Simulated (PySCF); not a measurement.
Cartesian coordinates in Å; atom numbers follow the order of the lines, from 1:
```xyz
18

C    -2.3115   -0.0698    1.0809
C    -1.3447    0.5032    0.0586
C    -0.4695   -0.5615   -0.5849
C     0.5311   -0.0454   -1.6039
S     1.6690    1.2777   -1.0168
Si    2.7311    0.2821    0.4992
Cl    4.4040    1.3897    0.8771
Cl    1.6962    0.0791    2.2649
Cl    3.2654   -1.6125   -0.0837
H    -2.9416    0.7162    1.5231
H    -1.7673   -0.5608    1.9035
H    -2.9813   -0.8204    0.6312
H    -0.6961    1.2525    0.5413
H    -1.8986    1.0444   -0.7289
H     0.0617   -1.1277    0.1997
H    -1.1032   -1.3036   -1.1030
H     1.1512   -0.8598   -2.0053
H     0.0226    0.4364   -2.4533
```

Geometry: PBE0-D3(BJ)/def2-SVP; GIAO absolute shieldings from PySCF, gas phase, non-relativistic, averaged over equivalent atoms.

At KT2/pcSseg-1 (233 basis functions, 51 s wall time on 1 thread of an Arm Neoverse V2, shared host):
```
      atoms  σ (ppm)
         C4    143.2
         C3    146.5
         C2    159.0
         C1    167.6
         S5    518.7
        Si6    330.3
Cl7/Cl8/Cl9    730.1
    H17/H18    28.17
    H15/H16    29.65
    H13/H14    29.66
H10/H11/H12    30.16
```

Problem. Estimate the result of repeating the calculation with PBE0/pcSseg-1.

Solution. 
```json
{"atoms": "C4", "σ at PBE0/pcSseg-1": "146.8", "change": "+3.6"}
{"atoms": "C3", "σ at PBE0/pcSseg-1": "150.4", "change": "+3.9"}
{"atoms": "C2", "σ at PBE0/pcSseg-1": "162.1", "change": "+3.1"}
{"atoms": "C1", "σ at PBE0/pcSseg-1": "169.2", "change": "+1.6"}
{"atoms": "S5", "σ at PBE0/pcSseg-1": "540.7", "change": "+22.0"}
{"atoms": "Si6", "σ at PBE0/pcSseg-1": "316.2", "change": "-14.1"}
{"atoms": "Cl7/Cl8/Cl9", "σ at PBE0/pcSseg-1": "763.5", "change": "+33.4"}
{"atoms": "H17/H18", "σ at PBE0/pcSseg-1": "28.43", "change": "+0.26"}
{"atoms": "H15/H16", "σ at PBE0/pcSseg-1": "29.87", "change": "+0.22"}
{"atoms": "H13/H14", "σ at PBE0/pcSseg-1": "29.85", "change": "+0.19"}
{"atoms": "H10/H11/H12", "σ at PBE0/pcSseg-1": "30.27", "change": "+0.11"}
```

The largest change is at Cl7/Cl8/Cl9 (chlorine bonded to Si). Cost: 233 basis functions, 43 s wall time on 1 thread of an Arm Neoverse V2, shared host. The order of the carbon signals is the same at both levels.
